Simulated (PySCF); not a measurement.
## Correlation energy of Ti²⁺ (titanium, charge +2)

[Ar] 3d1 4s1, high-spin 3D determinant (an excited configuration). Computed with PySCF 2.14 in def2-QZVPPD, with no relativity, point nucleus. Frozen: [Ar]; 2 electrons correlated.

With two correlated electrons CCSD is exact within the correlated space (frozen core and kept virtual orbitals).

```tsv
level	correlation energy (mhartree)
CCSD	-4.39
```

Diagnostics: T1 = 0.0046, D1 = 0.0088, largest double amplitude 0.013.

Is a single reference adequate?

Yes: T1 lies below 0.03 and no double amplitude reaches 0.07.
